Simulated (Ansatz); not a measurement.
Ansatz (a first-principles code) input for 4,4-difluorobut-1-yne (C4H4F2), SMILES C#CCC(F)F, B3LYP-D3(BJ)/def2-SVP. 

Ansatz 0.2 input:
```yaml
crystal:
  periodic: [false, false, false]
  atoms:
    - {symbol: C, position_ang: [0.98660583, 1.43357004, 2.07079761]}
    - {symbol: C, position_ang: [0.84080547, 0.53567390, 1.29475386]}
    - {symbol: C, position_ang: [0.64253239, -0.53825793, 0.34292803]}
    - {symbol: C, position_ang: [-0.63450855, -0.32134609, -0.46266148]}
    - {symbol: F, position_ang: [-0.92350419, -1.42972797, -1.19079161]}
    - {symbol: F, position_ang: [-0.48491222, 0.68500741, -1.35497495]}
    - {symbol: H, position_ang: [1.12949573, 2.21557642, 2.75481062]}
    - {symbol: H, position_ang: [0.55567115, -1.49353350, 0.86733811]}
    - {symbol: H, position_ang: [1.48880806, -0.58743592, -0.34795124]}
    - {symbol: H, position_ang: [-1.51083831, -0.08996167, 0.16279347]}
basis:
  gaussian:
    orbitals: def2-SVP
hamiltonian:
  xc: b3lyp
  dispersion: d3bj
relax: {f_tol: 0.002, max_steps: 200}
```

Output:

```
WARN ansatz: RAYON_NUM_THREADS=1 ignored (pool sized by the plan → 1); use --threads N
Functional definition: B3LYP
integrals: 0.06 GiB planned
1158 factors; integrals over basis functions are off by at most 2.2e-4 eV
mean field: 0.41 GiB planned
mean field evaluation 1: about -9632.2257 eV, gradient 4.8e1 eV
mean field evaluation 2: about -9632.6423 eV, gradient 4.8e1 eV
mean field evaluation 4: about -9637.5715 eV, gradient 1.9e0 eV
mean field evaluation 8: about -9637.6186 eV, gradient 1.9e-1 eV
mean field evaluation 16: about -9637.6187 eV, gradient 2.5e-5 eV
mean field -9637.61869987 eV, -354.1759546078 hartree, gradient 2.5e-5 eV, S^2 0.000000; 0 other end points of the search recorded, 0 dependent functions left out
the calculation of the forces begins
reference -9637.61890339 eV, -354.1759620868 hartree; 23, 23 occupied and 81, 81 virtual orbitals, 1158 factors
relax step   1: F+E_penalty+E_count = -9637.91746695 eV  Δ(F+E_penalty+E_count) = +0.000e0 eV  max|allowed force component| = 8.395e-1 eV/Å  Δτ_max = 0.0000 Å  (28 SCF iters, accepted)
these checks for a lower state are left out or cut short: starts, cluster_reference, orbital_swaps, neighbouring_geometries, increment
integrals: 0.06 GiB planned
1158 factors; integrals over basis functions are off by at most 2.3e-4 eV
mean field: 0.41 GiB planned
mean field -9637.66683032 eV, -354.1777233691 hartree, gradient 8.7e-6 eV, S^2 0.000000; 0 other end points of the search recorded, 0 dependent functions left out
the calculation of the forces begins
reference -9637.66703532 eV, -354.1777309027 hartree; 23, 23 occupied and 81, 81 virtual orbitals, 1158 factors
relax step   2: F+E_penalty+E_count = -9637.96384533 eV  Δ(F+E_penalty+E_count) = -4.638e-2 eV  max|allowed force component| = 2.304e-1 eV/Å  Δτ_max = 0.0505 Å  (31 SCF iters, accepted)
these checks for a lower state are left out or cut short: starts, cluster_reference, orbital_swaps, neighbouring_geometries, increment
integrals: 0.06 GiB planned
1158 factors; integrals over basis functions are off by at most 2.3e-4 eV
mean field: 0.41 GiB planned
mean field -9637.67144433 eV, -354.1778929308 hartree, gradient 9.1e-6 eV, S^2 0.000000; 0 other end points of the search recorded, 0 dependent functions left out
the calculation of the forces begins
reference -9637.67165007 eV, -354.1779004918 hartree; 23, 23 occupied and 81, 81 virtual orbitals, 1158 factors
relax step   3: F+E_penalty+E_count = -9637.96794602 eV  Δ(F+E_penalty+E_count) = -4.101e-3 eV  max|allowed force component| = 5.086e-2 eV/Å  Δτ_max = 0.0274 Å  (31 SCF iters, accepted)
these checks for a lower state are left out or cut short: starts, cluster_reference, orbital_swaps, neighbouring_geometries, increment
integrals: 0.06 GiB planned
1158 factors; integrals over basis functions are off by at most 2.3e-4 eV
mean field: 0.41 GiB planned
mean field evaluation 32: about -9637.6231 eV, gradient 1.7e0 eV
mean field -9637.67208561 eV, -354.1779164974 hartree, gradient 9.1e-6 eV, S^2 0.000000; 0 other end points of the search recorded, 0 dependent functions left out
the calculation of the forces begins
reference -9637.67229164 eV, -354.1779240690 hartree; 23, 23 occupied and 81, 81 virtual orbitals, 1158 factors
relax step   4: F+E_penalty+E_count = -9637.96892797 eV  Δ(F+E_penalty+E_count) = -9.819e-4 eV  max|allowed force component| = 1.152e-1 eV/Å  Δτ_max = 0.0250 Å  (31 SCF iters, accepted)
these checks for a lower state are left out or cut short: starts, cluster_reference, orbital_swaps, neighbouring_geometries, increment
integrals: 0.06 GiB planned
1158 factors; integrals over basis functions are off by at most 2.3e-4 eV
mean field: 0.41 GiB planned
mean field -9637.67397873 eV, -354.1779860681 hartree, gradient 9.1e-6 eV, S^2 0.000000; 0 other end points of the search recorded, 0 dependent functions left out
the calculation of the forces begins
reference -9637.67418529 eV, -354.1779936593 hartree; 23, 23 occupied and 81, 81 virtual orbitals, 1158 factors
relax step   5: F+E_penalty+E_count = -9637.97051169 eV  Δ(F+E_penalty+E_count) = -1.584e-3 eV  max|allowed force component| = 5.155e-2 eV/Å  Δτ_max = 0.0358 Å  (32 SCF iters, accepted)
these checks for a lower state are left out or cut short: starts, cluster_reference, orbital_swaps, neighbouring_geometries, increment
integrals: 0.06 GiB planned
1158 factors; integrals over basis functions are off by at most 2.3e-4 eV
mean field: 0.41 GiB planned
mean field -9637.67430093 eV, -354.1779979089 hartree, gradient 9.3e-6 eV, S^2 0.000000; 0 other end points of the search recorded, 0 dependent functions left out
the calculation of the forces begins
reference -9637.67450791 eV, -354.1780055151 hartree; 23, 23 occupied and 81, 81 virtual orbitals, 1158 factors
relax step   6: F+E_penalty+E_count = -9637.97074809 eV  Δ(F+E_penalty+E_count) = -2.364e-4 eV  max|allowed force component| = 2.352e-2 eV/Å  Δτ_max = 0.0203 Å  (31 SCF iters, accepted)
these checks for a lower state are left out or cut short: starts, cluster_reference, orbital_swaps, neighbouring_geometries, increment
integrals: 0.06 GiB planned
1158 factors; integrals over basis functions are off by at most 2.3e-4 eV
mean field: 0.41 GiB planned
mean field -9637.67437634 eV, -354.1780006801 hartree, gradient 9.2e-6 eV, S^2 0.000000; 0 other end points of the search recorded, 0 dependent functions left out
the calculation of the forces begins
reference -9637.67458338 eV, -354.1780082888 hartree; 23, 23 occupied and 81, 81 virtual orbitals, 1158 factors
relax step   7: F+E_penalty+E_count = -9637.97086020 eV  Δ(F+E_penalty+E_count) = -1.121e-4 eV  max|allowed force component| = 1.276e-2 eV/Å  Δτ_max = 0.0070 Å  (25 SCF iters, accepted)
these checks for a lower state are left out or cut short: starts, cluster_reference, orbital_swaps, neighbouring_geometries, increment
integrals: 0.06 GiB planned
1158 factors; integrals over basis functions are off by at most 2.3e-4 eV
mean field: 0.41 GiB planned
mean field evaluation 64: about -9637.6744 eV, gradient 9.2e-6 eV
mean field -9637.67440188 eV, -354.1780016188 hartree, gradient 9.2e-6 eV, S^2 0.000000; 0 other end points of the search recorded, 0 dependent functions left out
the calculation of the forces begins
reference -9637.67460888 eV, -354.1780092258 hartree; 23, 23 occupied and 81, 81 virtual orbitals, 1158 factors
relax step   8: F+E_penalty+E_count = -9637.97087173 eV  Δ(F+E_penalty+E_count) = -1.153e-5 eV  max|allowed force component| = 1.286e-2 eV/Å  Δτ_max = 0.0019 Å  (24 SCF iters, accepted)
these checks for a lower state are left out or cut short: starts, cluster_reference, orbital_swaps, neighbouring_geometries, increment
integrals: 0.06 GiB planned
1158 factors; integrals over basis functions are off by at most 2.3e-4 eV
mean field: 0.41 GiB planned
mean field -9637.67439484 eV, -354.1780013599 hartree, gradient 3.3e-5 eV, S^2 0.000000; 0 other end points of the search recorded, 0 dependent functions left out
the calculation of the forces begins
reference -9637.67460183 eV, -354.1780089666 hartree; 23, 23 occupied and 81, 81 virtual orbitals, 1158 factors
relax step   9: F+E_penalty+E_count = -9637.97087790 eV  Δ(F+E_penalty+E_count) = -6.170e-6 eV  max|allowed force component| = 3.851e-3 eV/Å  Δτ_max = 0.0012 Å  (21 SCF iters, accepted)
these checks for a lower state are left out or cut short: starts, cluster_reference, orbital_swaps, neighbouring_geometries, increment
integrals: 0.06 GiB planned
1158 factors; integrals over basis functions are off by at most 2.3e-4 eV
mean field: 0.41 GiB planned
mean field -9637.67439236 eV, -354.1780012688 hartree, gradient 1.2e-5 eV, S^2 0.000000; 0 other end points of the search recorded, 0 dependent functions left out
the calculation of the forces begins
reference -9637.67459935 eV, -354.1780088756 hartree; 23, 23 occupied and 81, 81 virtual orbitals, 1158 factors
relax step  10: F+E_penalty+E_count = -9637.97087822 eV  Δ(F+E_penalty+E_count) = -3.192e-7 eV  max|allowed force component| = 2.119e-3 eV/Å  Δτ_max = 0.0001 Å  (20 SCF iters, accepted)
these checks for a lower state are left out or cut short: starts, cluster_reference, orbital_swaps, neighbouring_geometries, increment
integrals: 0.06 GiB planned
1158 factors; integrals over basis functions are off by at most 2.3e-4 eV
mean field: 0.41 GiB planned
mean field -9637.67439804 eV, -354.1780014775 hartree, gradient 8.1e-6 eV, S^2 0.000000; 0 other end points of the search recorded, 0 dependent functions left out
the calculation of the forces begins
reference -9637.67460502 eV, -354.1780090842 hartree; 23, 23 occupied and 81, 81 virtual orbitals, 1158 factors
relax step  11: F+E_penalty+E_count = -9637.97087827 eV  Δ(F+E_penalty+E_count) = -5.101e-8 eV  max|allowed force component| = 9.552e-4 eV/Å  Δτ_max = 0.0002 Å  (20 SCF iters, accepted)
integrals: 0.06 GiB planned
1158 factors; integrals over basis functions are off by at most 2.3e-4 eV
mean field: 0.41 GiB planned
mean field -9637.67439804 eV, -354.1780014775 hartree, gradient 8.1e-6 eV, S^2 0.000000; 1 other end points of the search recorded, 0 dependent functions left out
the calculation of the forces begins
reference -9637.67460502 eV, -354.1780090842 hartree; 23, 23 occupied and 81, 81 virtual orbitals, 1158 factors
Total energy: -9637.97108526 eV, -354.1889045319 hartree
Atom 0 at     1.029231     1.463697     2.076966 Å, force     0.000135     0.000620     0.000545 eV/Å
Atom 1 at     0.848865     0.557263     1.295891 Å, force    -0.000459    -0.000871    -0.000955 eV/Å
Atom 2 at     0.605639    -0.532897     0.357505 Å, force    -0.000061     0.000642     0.000081 eV/Å
Atom 3 at    -0.650076    -0.335798    -0.482088 Å, force     0.000617     0.000124     0.000645 eV/Å
Atom 4 at    -0.821768    -1.425394    -1.277319 Å, force     0.000004    -0.000044    -0.000209 eV/Å
Atom 5 at    -0.513077     0.748275    -1.284459 Å, force    -0.000085     0.000065    -0.000273 eV/Å
Atom 6 at     1.196536     2.269612     2.766438 Å, force    -0.000039    -0.000306    -0.000209 eV/Å
Atom 7 at     0.502757    -1.489428     0.896678 Å, force     0.000076    -0.000171     0.000126 eV/Å
Atom 8 at     1.450707    -0.644139    -0.343304 Å, force     0.000278    -0.000146     0.000054 eV/Å
Atom 9 at    -1.558658    -0.201628     0.130733 Å, force    -0.000467     0.000086     0.000197 eV/Å
Dipole moment:     0.043109    -0.063479     0.338730 e Å
```

Self-consistency was reached.

Cost: very roughly 27 core-seconds.
